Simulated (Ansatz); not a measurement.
Cl$_{2}$Mg, charge +1, doublet, at a GFN2-xTB geometry (such geometries of metal compounds can be far from the true shape) (a state made from the parent by changing its charge; the spin is typed, not shown lowest); B3LYP/def2-SVP (Ansatz, a program for electronic structure).

Here is a job for Ansatz.
Ansatz 0.2 input:
```yaml
crystal:
  periodic: [false, false, false]
  atoms:
    - {symbol: Mg, position_ang: [0.00000000, 0.00000000, 0.00000000]}
    - {symbol: Cl, position_ang: [-0.00000000, -0.00000000, -2.17107165]}
    - {symbol: Cl, position_ang: [0.00000000, 0.00000000, 2.17107165]}
basis:
  gaussian:
    orbitals: def2-SVP
hamiltonian:
  xc: b3lyp
total_charge: 1
magnetization: {spin_polarized: true, initial_magnetization: 1}
```

It wrote (shortened):

```
Functional definition: B3LYP
466 factors; integrals over basis functions are off by at most 2.6e-4 eV
mean field evaluation 1: about -30471.7976 eV, gradient 2.1e1 eV
mean field evaluation 2: about -30471.4379 eV, gradient 2.3e1 eV
mean field evaluation 4: about -30474.3977 eV, gradient 3.7e-1 eV
mean field evaluation 8: about -30474.4531 eV, gradient 6.4e-3 eV
mean field evaluation 16: about -30474.4531 eV, gradient 1.0e-4 eV
mean field evaluation 32: about -30474.3235 eV, gradient 6.5e-2 eV
mean field evaluation 64: about -30474.3345 eV, gradient 3.0e-1 eV
mean field -30474.45310174 eV, -1119.9154951629 hartree, gradient 3.5e-6 eV, S^2 0.754542; 8 other end points of the search recorded, 0 dependent functions left out
reference -30474.45332117 eV, -1119.9155032265 hartree; 23, 22 occupied and 31, 32 virtual orbitals, 466 factors
Total energy: -30474.45332117 eV, -1119.9155032265 hartree
```
